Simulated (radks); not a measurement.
Problem. I2+, configuration [Kr] 4d10 5s2 5p3. All-electron calculation, Dirac Kohn-Sham, PBE, spin-unpolarised, spherical densities, finite nucleus; open shells fill j = l - 1/2 first; Fermi nuclear charge, rms radius 4.75 fm. Program: a radial shooting solver on a logarithmic mesh with Libxc functionals.

Spin-orbit splittings of the eigenvalues, e(l+1/2) - e(l-1/2), with zeta = 2 splitting/(2l+1) and mean radii in bohr:

| shell | occ. | splitting (eV) | zeta (eV) | <r> j=l-1/2 | <r> j=l+1/2 |
|---|---|---|---|---|---|
| 2p | 6 | ? | ? | 0.09846 | 0.1041 |
| 3p | 6 | 56.22 | 37.48 | 0.3040 | 0.3155 |
| 3d | 10 | 11.82 | 4.729 | 0.2865 | 0.2901 |
| 4p | 6 | 10.95 | 7.302 | 0.7725 | 0.8006 |
| 4d | 10 | 1.720 | 0.6880 | 0.9122 | 0.9235 |
| 5p | 3 | 1.285 | 0.8565 | 2.158 | 2.238 |
| 5d | 0 | 0.1106 | 0.04425 | 3.308 | 3.340 |

Estimate the 2p splitting.

Solution. 298.7 eV (zeta = 199.2 eV).
